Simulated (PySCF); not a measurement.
C3H6OSi.
Geometry (PBE0-D3(BJ)/def2-SVP, Å), atoms numbered from 1 in this order:
```
atom  x, y, z in Å
C1    -1.831    0.780   -0.773
C2    -1.139    0.052    0.111
Si3    0.520   -0.722   -0.255
C4     1.839    0.163    0.852
O5     2.363   -0.364    1.801
H6    -1.472    0.948   -1.795
H7    -2.793    1.241   -0.520
H8    -1.562   -0.080    1.116
H9     0.862   -0.471   -1.690
H10    0.553   -2.178    0.065
H11    2.085    1.236    0.599
```

A calculation gives these core lines: C 1s: 290.48 (area 1), 290.68 (area 1), 293.04 (area 1) eV; O 1s: 538.19 eV; Si 1s: 1846.58 eV; Si 2p3/2: 106.84 eV.

Level of theory: delta-SCF UKS SCAN, pcX-2 on the ionised atom, pcseg-1 elsewhere, spin-free X2C (PySCF 2.14.0). Geometry: PBE0-D3(BJ)/def2-SVP, one conformer, isolated molecule.

(1) Assign the C 1s lines to atoms.

Results:

(1) 290.48 eV: C2 (alkene CH carbon); 290.68 eV: C1 (terminal =CH2 carbon); 293.04 eV: C4 (carbonyl carbon). The listed C 1s values span 2.56 eV, from C2 (bonded to C (double bond), H and Si) to C4 (bonded to O (double bond), H and Si). The widest gap between neighbouring values is 2.36 eV, between 290.68 and 293.04 eV. Summing the Pauling electronegativity differences to the bonded atoms, each weighted by its formal bond order, gives -1.00 for the lowest site and +0.78 for the highest; no listed site has a larger sum than the highest.

Bonded neighbours of each site: C1: C (double bond) and 2 H; C2: C (double bond), H and Si; Si3: 2 C and 2 H; C4: O (double bond), H and Si; O5: C (double bond).

Question: Which effective nuclear charge Zeff reproduces each element's mean 1s value in the hydrogen-like formula E = 13.606 eV × Zeff²?

Answer: C (Z = 6): mean 291.4 eV, Zeff = 4.63, Z − Zeff = 1.37; O (Z = 8): mean 538.2 eV, Zeff = 6.29, Z − Zeff = 1.71; Si (Z = 14): mean 1846.6 eV, Zeff = 11.65, Z − Zeff = 2.35. Means run over the listed sites, weighted by atom count.

The unrestricted hole states depart most from a pure doublet (⟨S²⟩ = 0.75; over 0.85 named) for C 1s of C4 (0.89), which makes this value less certain. Spin–orbit coupling isn't in the SCF: each 2p doublet comes from a relaxed spin-free hole plus a matrix of the shell (mean-field spin–orbit coupling and the ground-state 2p splitting), with 2p3/2 averaged over its two sublevels. 2p1/2 minus 2p3/2 (ligand field included): Si 0.62 eV.
